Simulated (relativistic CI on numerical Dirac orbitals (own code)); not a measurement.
## Crystal-field levels of Tm4+, 4f11

Calculated by Dirac-Coulomb-Breit CI, separate exchange-only KLI orbitals for each configuration, model QED (radiative potential, 1s self-energy scaled to tabulated hydrogen-like ionisation energies), one configuration in a parametric crystal field, unscaled Slater integrals (own radial code). With so little scaling, terms lie 10 to 35 % too far apart, which can change the order of excited levels.

Field parameters in Wybourne normalisation; cubic f-shell fields have B⁴₄ = √(5/14) B⁴₀ and B⁶₄ = −√(7/2) B⁶₀. The field is a parameter set, without covalency.

S and J are read from ⟨S²⟩ = S(S + 1) and ⟨J²⟩ = J(J + 1) of each level; they are not fictitious spins.

Oh, B40 = -1290, B60 = -370 cm⁻¹, the lowest 10 levels:

```
E (cm⁻¹)  Degeneracy  Irrep     S     J
     0.0           4     Γ8  1.48  7.50
     137           2     Γ6  1.48  7.50
     285           4     Γ8  1.48  7.50
     371           4     Γ8  1.48  7.50
     453           2     Γ7  1.48  7.50
    7651           2     Γ7  1.49  6.50
    7700           4     Γ8  1.49  6.50
    7837           4     Γ8  1.49  6.50
    7864           2     Γ6  1.49  6.50
    7869           2     Γ7  1.49  6.50
```

D3h, B20 = 1570, B40 = 10, B60 = -590, B66 = 50 cm⁻¹, the lowest 10 levels:

| E (cm⁻¹) | Degeneracy | S | J |
| --- | --- | --- | --- |
| 0.0 | 2 | 1.48 | 7.50 |
| 21.9 | 2 | 1.48 | 7.50 |
| 56.9 | 2 | 1.48 | 7.50 |
| 90.0 | 2 | 1.48 | 7.50 |
| 98.6 | 2 | 1.48 | 7.50 |
| 253 | 2 | 1.48 | 7.50 |
| 313 | 2 | 1.48 | 7.50 |
| 411 | 2 | 1.48 | 7.50 |
| 7595 | 2 | 1.49 | 6.50 |
| 7596 | 2 | 1.49 | 6.50 |

Principal g values of the ground doublet: 2.89, 8.64, 8.64.

D4h, B20 = 3320, B40 = -1810, B44 = 950, B60 = -620, B64 = 220 cm⁻¹, the lowest 10 levels:

| E (cm⁻¹) | Degeneracy | Irrep | S | J |
| --- | --- | --- | --- | --- |
| 0.0 | 2 | Γ6 | 1.48 | 7.50 |
| 3.3 | 2 | Γ7 | 1.48 | 7.50 |
| 113 | 2 | Γ7 | 1.48 | 7.50 |
| 220 | 2 | Γ6 | 1.48 | 7.50 |
| 431 | 2 | Γ6 | 1.48 | 7.50 |
| 614 | 2 | Γ6 | 1.48 | 7.50 |
| 684 | 2 | Γ7 | 1.48 | 7.50 |
| 846 | 2 | Γ7 | 1.48 | 7.50 |
| 7570 | 2 | Γ6 | 1.49 | 6.50 |
| 7607 | 2 | Γ7 | 1.49 | 6.50 |

Principal g values of the ground doublet: 0.77, 9.36, 9.36.

The next free-ion level lies 7542 cm⁻¹ above the lowest; the field splits the ground level into components whose J stays near 15/2 as long as their spread is small against that gap.

Levels of this model without a field, named by their leading LS term: 4I°_15/2 0, 4I°_13/2 7542, 4I°_11/2 11995, 4I°_9/2 15004, 4F°_9/2 20392, 2H°_11/2 24441, 4S°_3/2 25411, 4F°_7/2 27398 cm⁻¹.
